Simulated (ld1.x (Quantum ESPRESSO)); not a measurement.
**PBEsol PAW dataset for technetium (Tc), scalar-relativistic all-electron reference.**

technetium, PAW, made with ld1.x (Quantum ESPRESSO) 7.5 (PBEsol, scalar-relativistic). Core [Ar] 3d10 4s2, reference 4p6 4d5 5s1 5p1. Waves: 5s (bound): rcut 2.20, rcutus 2.90 bohr; 5s channel at 1.55 Ry: rcut 2.20, rcutus 2.90 bohr; 4p (bound): rcut 1.55, rcutus 1.90 bohr; 5p (bound): rcut 1.55, rcutus 1.90 bohr; 4d (bound): rcut 1.80, rcutus 2.15 bohr; 4d channel at 0.35 Ry: rcut 1.80, rcutus 2.15 bohr; 4f channel at -0.05 Ry: rcut 1.90, rcutus 2.25 bohr; 4f channel at 1.7 Ry: rcut 1.90, rcutus 2.25 bohr. Local part: all-electron potential smoothed inside 1.60 bohr (lloc = -1). Core correction: Bessel-smoothed model core, default radius (core density twice the valence density). Augmentation charge: BESSEL, radius 1.30 bohr.

All-electron outer shells of the reference configuration (PBEsol, scalar-relativistic, ld1.x):

```tsv
shell	level (eV)	outermost node (bohr)	outermost maximum (bohr)
3d	-251.32	–	0.31
4s	-74.78	0.50	0.95
4p	-46.77	0.51	1.03
4d	-8.04	0.50	1.27
5s	-6.00	1.28	2.69
5p	-2.10	1.45	3.54
```

(1) What does a ghost test show?

(2) Is the overlap operator S = 1 + Σ q|β⟩⟨β| positive definite (Bessel basis up to 400 Ry)?

(3) Tests: 4p6 4d5 5s2 5p0; 4p6 4d5 5s1 5p0; 4p6 4d5 5s0 5p0; 4p6 4d6 5s0 5p0; 4p6 4d5 5s0 5p2; 4p5 4d5 5s2 5p0; 4p6 4d5 5s1.5 5p0. Which has the largest error in its energy relative to the reference configuration, and how large is it?

Results:

(1) Ghost state, extra bound levels that the all-electron valence spectrum of the same l lacks: s at -157.8 eV (p not tested). A true bound ghost makes a file unfit for plane-wave use.

(2) No: its lowest eigenvalue is -0.190, in the p channel, so the generalised eigenproblem breaks down once the basis is large enough.

(3) 4p6 4d6 5s0 5p0, with +44 meV (all-electron minus pseudo) on +2.40 eV.

Its overlap operator is not positive definite in a basis up to 400 Ry (lowest eigenvalue p -0.19), so the file is unfit for use: the generalised eigenproblem breaks down once the basis is large enough, and its test numbers describe a broken file.
